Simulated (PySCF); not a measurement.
# Molecular orbitals of BiB⁺

PBEsol at R = 2.287 Å; Bi aug-cc-pVDZ-PP with ECP60, B aug-cc-pVDZ; scalar-relativistic core potentials (PySCF 2.14). State: ⁴Σ⁻ (quartet), unpaired electrons σ ↑, π ↑↑. Only the outer orbitals are listed, counted within each symmetry, core potentials removing the inner ones.

```tsv
spin	orbital	occ.	ε (eV)	on Bi (%)	main shells (%)
α	5σ	1	-22.37	82	82 Bi s, 12 B s
α	6σ	1	-16.38	18	84 B s, 10 Bi s, 9 Bi p
α	7σ	1	-12.11	36	48 B p, 36 Bi p, 16 B s
α	3π	1	-12.10	70	69 Bi p, 29 B p
α	3π	1	-12.10	70	69 Bi p, 29 B p
α	4π	0	-9.35	31	71 B p, 30 Bi p
α	4π	0	-9.35	31	71 B p, 30 Bi p
α	8σ	0	-6.01	64	62 Bi p, 39 B p, 8 Bi d
β	5σ	1	-21.26	81	81 Bi s, 12 B s
β	6σ	1	-14.94	24	74 B s, 14 Bi p, 10 Bi s
β	3π	0	-10.64	70	70 Bi p, 28 B p
β	3π	0	-10.64	70	70 Bi p, 28 B p
β	7σ	0	-9.88	33	36 B p, 33 Bi p, 31 B s
```

Problem. Which are the highest filled and the lowest empty level, where do they sit, and how wide is the gap?

Solution. Highest filled α 3π at -12.10 eV (in %: 69 Bi p, 29 B p); lowest empty β 3π at -10.64 eV (in %: 70 Bi p, 28 B p); the gap at PBEsol is 1.46 eV. Both belong to one degenerate shell, split only by its one-sided filling, so this is no excitation gap.

```json
{"bond order (Mayer)": "1.28", "⟨S²⟩": "3.752", "charge on Bi (Mulliken, basis-dependent)": "1.20", "charge on Bi (Löwdin, basis-dependent)": "0.98", "dipole moment (positive dipole points towards B; it is taken about the centre of mass and depends on that origin)": "1.88 D"}
```

Spin–orbit coupling is left out, which matters for elements this heavy, above all for dissociation energies. The state is the lowest determinant that a PBE0 search found; another state may lie lower at other levels.
